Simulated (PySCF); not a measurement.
A species of formula C3H11ClO2Si3 has this rotational fingerprint, computed with PBE0/pcSseg-1 in PySCF (dipole) on a GFN2-xTB geometry, gas phase:

* Rotational constants: A = 1155, B = 547.2, C = 405.9 MHz
* Dipole components: |μa| = 0.09 D, |μb| = 1.99 D, |μc| = 0.39 D
* Inertial defect: -116.14 u·Å²
* κ: -0.62

Problem. Which candidate fits, each taken in the one conformer that was computed?
A. `[CH3:1][C@@H:2]1[CH2:3][Si@@:4]([O:5][SiH3:6])([SiH2:7][Cl:8])[O:9]1` with C3–Si4–O5–Si6 -151°, C3–Si4–Si7–Cl8 -116°
B. `[CH3:1][C:2]1([CH3:3])[O:4][Si@@H:5]([O:6][SiH3:7])[Si@@H:8]1[Cl:9]` with O4–Si5–O6–Si7 30°
C. `[CH2:1]=[C:2]([CH3:3])[O:4][Si@H:5]([O:6][SiH3:7])[SiH2:8][Cl:9]` with C1–C2–O4–Si5 -8°, C2–O4–Si5–O6 -50°, O4–Si5–O6–Si7 -33°, O4–Si5–Si8–Cl9 -154°
D. `[CH3:1][O:2][SiH2:3]/[CH:4]=[C:5](/[O:6][SiH3:7])[SiH2:8][Cl:9]` with C1–O2–Si3–C4 173°, O2–Si3–C4–C5 -6°, C4–C5–O6–Si7 3°, C4–C5–Si8–Cl9 -69°
E. `[CH3:1][C:2]1([CH3:3])[O:4][Si@H:5]([SiH2:6][Cl:7])[O:8][SiH2:9]1` with O4–Si5–Si6–Cl7 113°

Solution. D. It is CO[SiH2]/C=C(/O[SiH3])[SiH2]Cl, an asymmetric top, point group C1. The candidates at the same level (rigid rotor, commonest isotopes):

```tsv
SMILES	A (MHz)	B (MHz)	C (MHz)	μa (D)	μb (D)	μc (D)	Δ (u·Å²)	point group	rotor
CC1(C)O[Si@@H](O[SiH3])[Si@@H]1Cl	1312	521.1	440.2	0.73	0.40	1.18	-207.01	C1	asymmetric top
C=C(C)O[Si@H](O[SiH3])[SiH2]Cl	1051	493.4	371.9	2.49	0.04	0.91	-146.12	C1	asymmetric top
C[C@@H]1C[Si@@](O[SiH3])([SiH2]Cl)O1	1105	578.6	417.0	1.56	0.03	0.79	-118.79	C1	asymmetric top
CC1(C)O[Si@H]([SiH2]Cl)O[SiH2]1	1852	437.3	410.4	2.91	0.01	0.74	-197.22	C1	near-prolate asymmetric top
CO[SiH2]/C=C(/O[SiH3])[SiH2]Cl	1155	547.2	405.9	0.09	1.99	0.39	-116.14	C1	asymmetric top
```

`C=C(C)O[Si@H](O[SiH3])[SiH2]Cl` has B 10 % too low; `CC1(C)O[Si@@H](O[SiH3])[Si@@H]1Cl` has A 14 % too high; `CC1(C)O[Si@H]([SiH2]Cl)O[SiH2]1` has A 60 % too high; `C[C@@H]1C[Si@@](O[SiH3])([SiH2]Cl)O1` has B 6 % too high. No structure here is proved a minimum.
